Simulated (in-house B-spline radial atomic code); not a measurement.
LDA VWN5 excitations of Cl VI (Cl5+)

Method: LDA VWN5. Computed with a B-spline radial code for spherical atoms: linear response of the closed shell [Ne] 3s2 with the functional's adiabatic kernel; non-relativistic, point nucleus, no spin-orbit coupling, no double excitations, S, P, D and F terms only.

Command:
```bash
python run_td.py task.json out
```
Settings (radii: box in bohr, nucleus in fm):
```
Z                        17
electrons                12
configuration            [Ne] 3s2
hamiltonian              nr
method                   lda,vwn
box_radius               16.35
intervals                51
```

Run time, properties included: 0.1 s on 1 thread of Intel(R) Xeon(R) 6975P-C (Granite Rapids), with other jobs on the host.

The lowest states, in the order of their Tamm-Dancoff energies; the method's threshold (minus the highest occupied level) is 89.27 eV. Labels give the largest channel, * marks a mixed state, and oscillator strengths are full-response dipole values. Semilocal kernels can invert the small singlet-triplet splittings of Rydberg terms. Energies in eV:

| state | full response | Tamm-Dancoff | oscillator strength |
| --- | --- | --- | --- |
| 3s → 3p 3P | ? | ? | - |
| 3s → 3p 1P | 18.409 | 19.175 | 1.22 |
| 3s → 3d 3D | 32.77 | 32.84 | - |
| 3s → 3d 1D | 35.33 | 35.35 | - |
| 3s → 4s 3S | 50.09 | 50.09 | - |
| 3s → 4s 1S | 51.19 | 51.22 | - |
| 3s → 4p 3P | 55.05 | 55.06 | - |
| 3s → 4p 1P | 55.32 | 55.36 | 0.16 |
| 3s → 4d 3D | 62.01 | 62.02 | - |
| 3s → 4d 1D | 62.05 | 62.06 | - |
| 3s → 4f 1F | 64.29 | 64.30 | - |
| 3s → 4f 3F | 64.34 | 64.35 | - |
| 3s → 5s 3S | ? | ? | - |
| 3s → 5s 1S | 68.23 | 68.24 | - |
| 3s → 5p 3P | 70.00 | 70.00 | - |
| 3s → 5p 1P | 70.08 | 70.09 | 0.0573 |

(1) Where does 3s → 3p 3P lie?

(2) Where does 3s → 5s 3S lie?

(3) How large is the singlet-triplet splitting of 3s → 3p (P terms) in Tamm-Dancoff?

(4) What polarisabilities and dispersion coefficient does the method give?

## Answers

(1) At 11.959 eV in full response, 12.156 eV in Tamm-Dancoff.

(2) At 67.90 eV in full response, 67.91 eV in Tamm-Dancoff.

(3) 7.02 eV, from the unrounded values.

(4) Dipole 2.797 bohr³, quadrupole 3.161 bohr⁵, C6 4.26 hartree·bohr⁶ for two such species.
